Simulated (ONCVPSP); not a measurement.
What one change does to a pseudopotential (Be (Z = 4), ONCV)

beryllium (Be), optimised norm-conserving Vanderbilt (ONCV), made with ONCVPSP 4.0.1 (PBE, scalar-relativistic). Core none, reference 1s2 2s1 (charge +1). Waves: 1s+2s: rc 0.90 bohr, ncon 4, nbas 9, qcut 13.1 1/bohr, 2 projectors; p scattering state at 0.36 Ha: rc 0.85 bohr, ncon 5, nbas 9, qcut 11 1/bohr, 2 projectors, debl 3.3 Ha; d scattering state at 0.04 Ha: rc 0.80 bohr, ncon 5, nbas 8, qcut 12.8 1/bohr, 2 projectors, debl 2.2 Ha. Local part: polynomial inside 0.60 bohr (lpopt 4, dvloc0 6 Ha). Core correction: none.

All-electron outer shells of the reference configuration (PBE, scalar-relativistic, ld1.x):

| shell | level (eV) | outermost node (bohr) | outermost maximum (bohr) |
| --- | --- | --- | --- |
| 1s | -117.79 | – | 0.27 |
| 2s | -13.70 | 0.59 | 1.89 |

Change: core [He], valence charge 2; reference 2s1.5; waves now 2s: rc 2.05 bohr, ncon 3, nbas 7, qcut 3.7 1/bohr, 2 projectors, debl 1.8 Ha; p scattering state at 0.12 Ha: rc 2.05 bohr, ncon 5, nbas 9, qcut 3.8 1/bohr, 3 projectors, debl 0.6 Ha; d scattering state at 0.27 Ha: rc 1.90 bohr, ncon 4, nbas 8, qcut 5 1/bohr, 2 projectors, debl 1.1 Ha; local potential polynomial inside 1.50 bohr (lpopt 4, dvloc0 6 Ha); core correction Teter function, fcfact 2.25, rcfact 1.1. In the p channel the program set the typed energies aside and used 0.050, 0.650, 1.250 Ha.

Cutoffs: the cutoffs (Ha) at which the residual kinetic energy of the hardest occupied pseudo-wave falls to 1 and 0.1 mHa per electron; they do not see the model core or the augmentation charge, which bear on the density cutoff. Errors are all-electron minus pseudo energies relative to the spin-unpolarised reference configuration.

Task: What does the change do?

Result: The potential gets softer (66 Ha and 76 Ha → 4.8 Ha and 6.9 Ha); the number of tests with a reliable result goes from 4 to 3; neither file shows a bound ghost. The shells moved into the core no longer need plane waves of their own. Several settings change at once here, so the effects cannot be laid on one of them.

| quantity | base | changed |
| --- | --- | --- |
| cutoff, loose | 66 Ha | 4.8 Ha |
| cutoff, tight | 76 Ha | 6.9 Ha |
| bound ghosts | none | none |
| GHOST(+) flags under 300 eV | none | p at 74.0 eV |
| tests with a reliable result | 4 of 4 | 3 of 4 |
